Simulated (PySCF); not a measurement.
# Working out the ionisation energy of C⁺

C⁺ [He] 2s2 2p1 (2P) → C²⁺ [He] 2s2 (1S). Calculation: PySCF 2.14, in dyall-av3z (15s9p3d2f, 71 functions); scalar relativity by spin-free X2C-1e. Frozen: 1s2; the 14 highest virtual orbitals dropped. Energies in hartree (1 hartree = 27.21139 eV):

```
            part  C⁺ (lower)  C²⁺ (upper)
             UHF  -37.311850   -36.423719
CCSD correlation   -0.076388    -0.074652
             (T)   -0.001187     0.000000
```

**Question.** What does Hartree-Fock give?

**Answer.** (-36.423719) − (-37.311850) = 0.888131 hartree = 24.167 eV.

**Question.** What do CCSD and CCSD(T) give?

**Answer.** The CCSD correlation energies differ by 0.001736 hartree = 0.047 eV and the triples by 0.001187 hartree = 0.032 eV, so CCSD gives 24.214 eV and CCSD(T) 24.246 eV.

Measured between the centres of the two terms (NIST): 24.378 eV, so CCSD(T) (valence) is off by -0.132 eV.

The coupled-cluster amplitudes are large, so a single reference is strained.

What remains against the reference includes basis incompleteness, the frozen core and higher excitations.
